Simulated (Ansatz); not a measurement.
Steps of a relaxation of C9H14FHfNO, SMILES `C[O][Hf]([F])([c]1ccccc1)[N](C)C` with RKS PBE0-D4/def2-TZVP.

```sh
$ ansatz run in.yaml --threads 11 --pin off --events-out ev --progress --plain --max-ram 174080MiB --backend cuda --devices 0, --max-vram 75GiB
```

```yaml
crystal:
  periodic: [false, false, false]
  atoms:
    - {symbol: C, position_ang: [-1.948940, -2.573550, -1.360300]}
    - {symbol: O, position_ang: [-1.590970, -1.375270, -1.974700]}
    - {symbol: Hf, position_ang: [-0.047350, -0.485510, -1.397110]}
    - {symbol: F, position_ang: [1.018600, 0.278990, -2.767920]}
    - {symbol: C, position_ang: [-0.497810, 1.153470, -0.067480]}
    - {symbol: C, position_ang: [-1.587920, 1.274270, 0.807760]}
    - {symbol: C, position_ang: [-1.741960, 2.370600, 1.643990]}
    - {symbol: C, position_ang: [-0.804270, 3.388370, 1.635220]}
    - {symbol: C, position_ang: [0.286350, 3.304710, 0.786930]}
    - {symbol: C, position_ang: [0.434250, 2.205580, -0.047080]}
    - {symbol: N, position_ang: [1.109270, -1.805380, -0.431610]}
    - {symbol: C, position_ang: [1.042790, -1.631660, 1.011320]}
    - {symbol: C, position_ang: [2.468210, -1.553280, -0.892010]}
    - {symbol: H, position_ang: [-2.633640, -3.129530, -2.014130]}
    - {symbol: H, position_ang: [-1.064750, -3.204500, -1.165500]}
    - {symbol: H, position_ang: [-2.472010, -2.384960, -0.408990]}
    - {symbol: H, position_ang: [-2.342970, 0.490990, 0.833260]}
    - {symbol: H, position_ang: [-2.596480, 2.432500, 2.303130]}
    - {symbol: H, position_ang: [-0.924220, 4.243650, 2.284340]}
    - {symbol: H, position_ang: [1.020130, 4.098200, 0.774800]}
    - {symbol: H, position_ang: [1.298320, 2.165790, -0.712280]}
    - {symbol: H, position_ang: [0.012700, -1.779290, 1.352390]}
    - {symbol: H, position_ang: [1.676310, -2.376010, 1.514470]}
    - {symbol: H, position_ang: [1.392970, -0.629720, 1.333540]}
    - {symbol: H, position_ang: [2.515060, -1.693060, -1.977100]}
    - {symbol: H, position_ang: [3.171540, -2.258350, -0.425420]}
    - {symbol: H, position_ang: [2.806780, -0.527050, -0.639540]}
basis:
  gaussian: {orbitals: def2-TZVP}
hamiltonian: {xc: pbe0, dispersion: d4}
relax: {f_tol: 0.005, max_steps: 150}
```

Positions (Å) and forces (eV/Å) along the path, 6 of 35 steps:

```xyz
27
step=1 energy=-17113.9657 eV
C    -1.949   -2.574   -1.360   -0.520   -0.789    0.046
O    -1.591   -1.375   -1.975   -1.499   -0.535   -0.552
Hf   -0.047   -0.486   -1.397    1.198    0.897   -0.526
F     1.019    0.279   -2.768    0.273    0.350   -0.769
C    -0.498    1.153   -0.067   -0.416    0.915    0.865
C    -1.588    1.274    0.808    0.045   -0.023   -0.080
C    -1.742    2.371    1.644   -0.085   -0.189   -0.038
C    -0.804    3.388    1.635    0.058   -0.047   -0.079
C     0.286    3.305    0.787    0.069   -0.044   -0.045
C     0.434    2.206   -0.047    0.024   -0.161   -0.112
N     1.109   -1.805   -0.432    0.699    0.116    0.712
C     1.043   -1.632    1.011    0.094   -0.161    0.067
C     2.468   -1.553   -0.892    0.118   -0.275    0.010
H    -2.634   -3.130   -2.014    0.050   -0.011    0.132
H    -1.065   -3.204   -1.165   -0.260    0.053    0.022
H    -2.472   -2.385   -0.409    0.047   -0.111   -0.112
H    -2.343    0.491    0.833   -0.027    0.044    0.031
H    -2.596    2.433    2.303   -0.115   -0.002    0.084
H    -0.924    4.244    2.284   -0.013    0.110    0.081
H     1.020    4.098    0.775    0.107    0.093   -0.018
H     1.298    2.166   -0.712   -0.046    0.094    0.067
H     0.013   -1.779    1.352    0.062    0.062    0.160
H     1.676   -2.376    1.514   -0.093   -0.010    0.055
H     1.393   -0.630    1.334   -0.136   -0.284    0.068
H     2.515   -1.693   -1.977    0.215    0.075    0.106
H     3.172   -2.258   -0.425    0.009    0.065   -0.074
H     2.807   -0.527   -0.640    0.141   -0.234   -0.102
27
step=3 energy=-17114.5548 eV
C    -2.070   -2.657   -1.363   -0.063    0.092   -0.073
O    -1.670   -1.435   -1.943    0.358   -0.037    0.335
Hf   -0.054   -0.403   -1.550    0.071   -0.377    0.345
F     0.916    0.348   -3.039   -0.113   -0.052    0.015
C    -0.537    1.220   -0.097    0.016   -0.055   -0.192
C    -1.615    1.309    0.790    0.006   -0.013   -0.038
C    -1.755    2.384    1.656    0.008    0.019    0.006
C    -0.812    3.403    1.655   -0.015   -0.001    0.021
C     0.278    3.336    0.800   -0.003    0.024    0.006
C     0.408    2.257   -0.062   -0.030   -0.062   -0.013
N     1.209   -1.555   -0.409    0.346    0.529    0.129
C     1.095   -1.631    1.050    0.075    0.045   -0.271
C     2.609   -1.552   -0.847   -0.116    0.110    0.221
H    -2.745   -3.191   -2.036   -0.021    0.009   -0.033
H    -1.207   -3.302   -1.155   -0.037   -0.010   -0.017
H    -2.598   -2.483   -0.418   -0.042   -0.005   -0.031
H    -2.371    0.527    0.808   -0.009    0.021   -0.020
H    -2.605    2.433    2.329    0.009    0.005   -0.001
H    -0.928    4.252    2.319    0.004   -0.016    0.019
H     1.020    4.128    0.798   -0.009    0.000    0.011
H     1.270    2.232   -0.727   -0.005    0.035   -0.007
H     0.048   -1.745    1.348    0.032    0.039   -0.022
H     1.647   -2.496    1.459   -0.114    0.132   -0.197
H     1.483   -0.720    1.544   -0.064   -0.243   -0.101
H     2.667   -1.658   -1.934    0.043    0.028    0.015
H     3.180   -2.388   -0.406   -0.210    0.114   -0.080
H     3.137   -0.614   -0.570   -0.118   -0.331   -0.025
27
step=12 energy=-17114.9307 eV
C    -2.423   -2.597   -1.133    0.048    0.058   -0.001
O    -1.461   -1.601   -1.267   -0.020   -0.039    0.017
Hf    0.082   -0.466   -1.354   -0.006   -0.015   -0.013
F     0.627    0.130   -3.100    0.001    0.001   -0.005
C    -0.445    1.281   -0.069   -0.033    0.003   -0.012
C    -1.642    1.347    0.658    0.020   -0.014   -0.001
C    -1.958    2.441    1.451   -0.013   -0.002   -0.003
C    -1.082    3.512    1.532    0.020    0.002   -0.013
C     0.109    3.482    0.820   -0.013    0.010    0.005
C     0.417    2.381    0.035    0.023   -0.006    0.029
N     1.651   -1.318   -0.405   -0.012   -0.029    0.059
C     1.413   -1.862    0.913   -0.018    0.004   -0.035
C     3.008   -1.502   -0.852    0.023    0.001   -0.014
H    -3.004   -2.694   -2.055   -0.003   -0.015    0.018
H    -1.954   -3.563   -0.913   -0.031    0.022   -0.005
H    -3.111   -2.352   -0.315    0.010   -0.021   -0.025
H    -2.350    0.524    0.608   -0.003   -0.005   -0.007
H    -2.892    2.460    2.004    0.002    0.004    0.002
H    -1.326    4.370    2.148   -0.003    0.015    0.012
H     0.798    4.318    0.878    0.000    0.004    0.003
H     1.363    2.387   -0.503   -0.001   -0.002   -0.012
H     0.374   -1.698    1.225    0.025   -0.008   -0.009
H     1.603   -2.945    0.950    0.001    0.012   -0.001
H     2.049   -1.381    1.668    0.010    0.006    0.004
H     3.151   -1.078   -1.850   -0.005   -0.004    0.009
H     3.280   -2.567   -0.899   -0.009    0.015    0.001
H     3.725   -1.013   -0.176   -0.012    0.003   -0.004
27
step=20 energy=-17114.9410 eV
C    -2.568   -2.590   -1.015   -0.007    0.003   -0.007
O    -1.496   -1.711   -1.089    0.022    0.011    0.002
Hf    0.028   -0.569   -1.303   -0.021   -0.013   -0.002
F     0.516   -0.005   -3.078    0.000    0.005   -0.001
C    -0.453    1.231   -0.073   -0.012    0.026    0.013
C    -1.707    1.418    0.524    0.031    0.004   -0.014
C    -2.000    2.550    1.274    0.020    0.009   -0.001
C    -1.039    3.535    1.444    0.017   -0.017   -0.017
C     0.213    3.383    0.863   -0.033   -0.004    0.012
C     0.496    2.245    0.121   -0.012   -0.011    0.003
N     1.641   -1.358   -0.373    0.110   -0.031    0.052
C     1.536   -2.130    0.845    0.009    0.029   -0.076
C     3.012   -1.171   -0.799   -0.098   -0.036    0.038
H    -3.017   -2.742   -2.002   -0.002   -0.002    0.000
H    -2.244   -3.562   -0.629    0.000   -0.006    0.004
H    -3.339   -2.194   -0.345    0.000   -0.001    0.001
H    -2.480    0.663    0.406    0.006    0.004    0.001
H    -2.980    2.664    1.727    0.009    0.001   -0.006
H    -1.264    4.421    2.028    0.002   -0.005   -0.003
H     0.969    4.150    0.994   -0.005   -0.004   -0.001
H     1.490    2.154   -0.315   -0.016    0.000    0.007
H     0.489   -2.252    1.142    0.033    0.003   -0.016
H     1.969   -3.135    0.728   -0.010    0.032    0.007
H     2.057   -1.636    1.678   -0.001   -0.015   -0.006
H     3.059   -0.595   -1.729   -0.009   -0.011    0.013
H     3.513   -2.133   -0.982   -0.021    0.042    0.010
H     3.598   -0.631   -0.041   -0.011   -0.015   -0.012
27
step=25 energy=-17114.9453 eV
C    -2.609   -2.614   -0.948    0.002    0.008   -0.003
O    -1.517   -1.757   -1.006   -0.004   -0.012    0.007
Hf   -0.005   -0.611   -1.255   -0.004    0.017   -0.004
F     0.460   -0.056   -3.041   -0.003   -0.005   -0.001
C    -0.453    1.223   -0.064   -0.011    0.004    0.009
C    -1.726    1.481    0.461    0.007   -0.003    0.003
C    -2.005    2.639    1.175   -0.001    0.004    0.000
C    -1.008    3.581    1.381    0.008   -0.007   -0.005
C     0.265    3.357    0.873   -0.010    0.001    0.004
C     0.532    2.194    0.166    0.009   -0.002   -0.013
N     1.622   -1.390   -0.341   -0.202    0.010   -0.039
C     1.609   -2.316    0.760   -0.010   -0.107    0.085
C     2.950   -0.996   -0.723    0.193    0.033   -0.064
H    -3.020   -2.793   -1.947   -0.001    0.000    0.005
H    -2.318   -3.578   -0.517   -0.003    0.003   -0.001
H    -3.399   -2.184   -0.323    0.004   -0.003   -0.004
H    -2.528    0.760    0.317    0.007    0.006   -0.002
H    -3.001    2.808    1.571    0.014   -0.002   -0.006
H    -1.221    4.487    1.937    0.002   -0.003   -0.002
H     1.049    4.090    1.032   -0.006   -0.004    0.001
H     1.542    2.048   -0.213   -0.018    0.001    0.010
H     0.585   -2.597    1.024    0.043    0.011   -0.015
H     2.158   -3.240    0.519   -0.023    0.043    0.021
H     2.073   -1.879    1.656   -0.001   -0.018   -0.007
H     2.931   -0.311   -1.579    0.005   -0.018    0.023
H     3.562   -1.863   -1.016   -0.009    0.048    0.012
H     3.471   -0.485    0.100    0.015   -0.005   -0.014
27
step=35 energy=-17114.9477 eV
C    -2.649   -2.605   -0.905    0.000   -0.001    0.000
O    -1.523   -1.792   -0.944   -0.002   -0.001   -0.001
Hf   -0.018   -0.644   -1.223    0.000   -0.001    0.001
F     0.419   -0.112   -3.024   -0.001    0.000    0.000
C    -0.451    1.213   -0.060    0.000    0.000   -0.001
C    -1.734    1.505    0.419    0.000    0.000   -0.002
C    -2.010    2.677    1.109   -0.001    0.001    0.001
C    -0.999    3.599    1.338    0.000    0.000    0.000
C     0.284    3.341    0.876    0.000    0.001    0.001
C     0.547    2.164    0.190    0.001   -0.002    0.000
N     1.621   -1.413   -0.323    0.001    0.001   -0.001
C     1.672   -2.418    0.708    0.001   -0.001    0.001
C     2.927   -0.901   -0.669    0.001   -0.001    0.000
H    -3.073   -2.737   -1.907    0.001    0.000    0.002
H    -2.395   -3.592   -0.505   -0.001    0.002   -0.001
H    -3.417   -2.162   -0.262    0.001   -0.001   -0.001
H    -2.547    0.801    0.257    0.000    0.000    0.000
H    -3.014    2.874    1.470    0.000    0.000    0.000
H    -1.209    4.516    1.876    0.000    0.000    0.000
H     1.079    4.057    1.053    0.000    0.000    0.000
H     1.565    1.991   -0.152    0.000    0.000    0.000
H     0.670   -2.787    0.941    0.000    0.000    0.000
H     2.284   -3.280    0.404    0.000    0.001    0.000
H     2.105   -2.020    1.637    0.000    0.000    0.000
H     2.861   -0.161   -1.475    0.000    0.000    0.000
H     3.597   -1.699   -1.019    0.000    0.001    0.000
H     3.410   -0.413    0.190    0.000    0.000    0.000
```

Hardware: 11 threads of an AMD EPYC 7R13 on a shared host and a whole NVIDIA H100 80 GB. Wall time 2.7 min, peak host memory 1.4 GiB.
